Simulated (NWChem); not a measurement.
System: SiH3O cation; SMILES [OH+]=[SiH2]

Input file for NWChem:

```
start job
memory heap 200 mb stack 900 mb global 1100 mb
charge 1
geometry units angstroms noautosym nocenter noautoz
  O     -0.151604    -1.089374     0.000000
  Si    -0.050471     0.495105     0.000000
  H      0.569462    -1.745977     0.000000
  H      1.255118     1.175440     0.000000
  H     -1.355214     1.162261     0.000000
end
basis spherical
  O library cc-pvtz
  Si library cc-pvtz
  H library cc-pvtz
end
dft
  xc xpbe96 cpbe96
  iterations 150
end
property
  efieldgrad
end
task dft property
```

Coordinates come from a B3LYP/6-31G* (spherical d) optimisation.

Vzz is the largest principal value of the second derivative of the potential at the nucleus (NWChem prints the opposite sign); η is the asymmetry. Non-relativistic.

Atoms are numbered as in the input.

Question: Predict the main results of this run. (PBE/cc-pVTZ.) Quantities: Vzz O1 (a.u.); η O1.

Answer: 
| Property | Result |
|---|---|
| Vzz O1 (a.u.) | 1.110 |
| η O1 | 0.35 |
